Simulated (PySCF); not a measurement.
Electronic structure of B²⁺ (boron, charge +2) at the M06 level

Configuration: [He] 2p1, 2P determinant (an excited configuration). All numbers are calculated (PySCF 2.14, the non-relativistic Hamiltonian (point nucleus), in aug-cc-pVQZ (6s5p4d3f2g, 80 functions)).

* Total energy: -23.2453 hartree
* One-electron energy: -27.6066 hartree
* Hartree (Coulomb) energy: 7.6858 hartree
* Exchange-correlation energy: -3.3245 hartree
* Kinetic energy: 23.17720 hartree
* ⟨S²⟩: 0.7500
* ⟨L²⟩: 2.000
* Sum of ⟨r⟩: 2.226 bohr
* Sum of ⟨r²⟩: 3.293 bohr²
* Traceless quadrupole moment −½Σ⟨3z² − r²⟩ along its main axis: -1.22 e·bohr²
* Density at the nucleus (Gaussians lack the cusp): 68.0 bohr⁻³
* Spin density at the nucleus: -0.194 bohr⁻³
* Langevin diamagnetic susceptibility: -2.61 ×10⁻⁶ cm³/mol

| shell | electrons | mean orbital energy (hartree) | rms radius, mean of both spins (bohr) |
| --- | --- | --- | --- |
| 1s α | 1 | -8.00954 | 0.380 |
| 1s β | 1 | -7.99254 | 0.380 |
| 2p α | 1 | -1.02437 | 1.73 |
